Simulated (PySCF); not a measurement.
## Partial charges of `C=Cc1pc(C=C)c([SiH3])[p-]1`

Compound: C₇H₉P₂Si (charge -1).
Cartesian coordinates in Å at the GFN2-xTB level; atoms count from 1:
```xyz
19
C7H9P2Si angstrom
C      4.097   -0.531   -0.344
C      3.142   -0.196    0.524
C      1.735   -0.122    0.242
P      0.622    0.307    1.521
C     -0.812    0.199    0.509
C     -2.132    0.448    1.029
C     -2.425    0.832    2.271
C     -0.608   -0.152   -0.830
Si    -1.957   -0.298   -2.107
P      1.039   -0.443   -1.339
H      5.140   -0.566   -0.070
H      3.849   -0.781   -1.364
H      3.416    0.050    1.548
H     -2.942    0.300    0.317
H     -1.644    0.990    2.997
H     -3.441    0.995    2.599
H     -1.396   -0.636   -3.420
H     -2.729    0.950   -2.289
H     -2.963   -1.337   -1.800
```

Density: PBE0/pcSseg-1 (PySCF); schemes: Mulliken, IAO, Hirshfeld and ESP-fitted. Geometry: GFN2-xTB, one conformer, isolated ion. The pcSseg-1 basis has no diffuse functions, a weakness for an anion.

**Question.** At which atom do the 4 schemes differ most?

**Answer.** At C3: from -0.703 (Mulliken) to +0.287 e (ESP-fitted), 0.990 e apart.

**Question.** Which atoms carry the highest charge in the Mulliken, IAO, Hirshfeld and ESP-fitted schemes?

**Answer.** All schemes agree: Mulliken Si9 (+0.515); IAO Si9 (+0.569); Hirshfeld Si9 (+0.238); ESP-fitted Si9 (+0.361).

**Question.** For which atoms does the sign change between the 4 schemes (beyond +0.03 e in one, beyond −0.03 e in another)?

**Answer.** C3, P4, C5 and P10.

**Question.** Tabulate the Mulliken, IAO, Hirshfeld and ESP-fitted charges.

**Answer.** In e:

| atom | environment | Mulliken | IAO | Hirshfeld | ESP-fitted |
| --- | --- | --- | --- | --- | --- |
| C1 | terminal =CH2 carbon | -0.200 | -0.381 | -0.161 | -0.483 |
| C2 | alkene CH carbon | -0.086 | -0.112 | -0.072 | -0.203 |
| C3 | substituted aromatic carbon | -0.703 | -0.467 | -0.157 | +0.287 |
| P4 | phosphorus bonded to 2 C | +0.318 | +0.162 | -0.066 | -0.478 |
| C5 | substituted aromatic carbon | -0.309 | -0.246 | -0.106 | +0.206 |
| C6 | alkene CH carbon | -0.174 | -0.114 | -0.061 | -0.190 |
| C7 | terminal =CH2 carbon | -0.182 | -0.379 | -0.158 | -0.464 |
| C8 | substituted aromatic carbon | -0.635 | -0.527 | -0.193 | -0.190 |
| Si9 | SiH3 silicon | +0.515 | +0.569 | +0.238 | +0.361 |
| P10 | phosphorus bonded to 2 C | +0.302 | +0.161 | -0.076 | -0.405 |
| H11 | vinylic hydrogen | +0.075 | +0.122 | +0.017 | +0.143 |
| H12 | vinylic hydrogen | +0.107 | +0.136 | +0.017 | +0.180 |
| H13 | vinylic hydrogen | +0.067 | +0.125 | +0.022 | +0.154 |
| H14 | vinylic hydrogen | +0.093 | +0.122 | +0.028 | +0.153 |
| H15 | vinylic hydrogen | +0.102 | +0.138 | +0.017 | +0.191 |
| H16 | vinylic hydrogen | +0.072 | +0.124 | +0.019 | +0.136 |
| H17 | Si–H hydrogen | -0.112 | -0.129 | -0.098 | -0.099 |
| H18 | Si–H hydrogen | -0.124 | -0.152 | -0.105 | -0.148 |
| H19 | Si–H hydrogen | -0.127 | -0.153 | -0.106 | -0.151 |

Mean size of the charges over all atoms: ESP-fitted 0.243 e, IAO 0.227 e, Mulliken 0.227 e, Hirshfeld 0.090 e. Each set sums to the total charge, -1, to within 0.001 e. The IAO scheme counts the electrons in orthogonalised intrinsic atomic orbitals, a minimal basis polarised so that it spans the occupied orbitals exactly. The ESP scheme is a least-squares fit of atom-centred charges to the potential on four shells outside the van der Waals surface, with the total charge fixed.

**Question.** How many electrons does the IAO scheme count on C8?

**Answer.** Z − q = 6 − (-0.527) = 6.527.

**Question.** How closely do the schemes follow one another over all atoms?

**Answer.** Correlation coefficient and root-mean-square difference: Mulliken with IAO 0.93, 0.105 e; IAO with Hirshfeld 0.92, 0.181 e; Mulliken with Hirshfeld 0.78, 0.223 e; Hirshfeld with ESP-fitted 0.61, 0.223 e; IAO with ESP-fitted 0.38, 0.299 e; Mulliken with ESP-fitted 0.05, 0.384 e.

**Question.** Sum the charges by element, for elements with more than one atom.

**Answer.** 
| element | atoms | Mulliken | IAO | Hirshfeld | ESP-fitted |
| --- | --- | --- | --- | --- | --- |
| C | 7 | -2.290 | -2.226 | -0.907 | -1.037 |
| P | 2 | +0.620 | +0.322 | -0.142 | -0.883 |
| H | 9 | +0.155 | +0.335 | -0.189 | +0.559 |
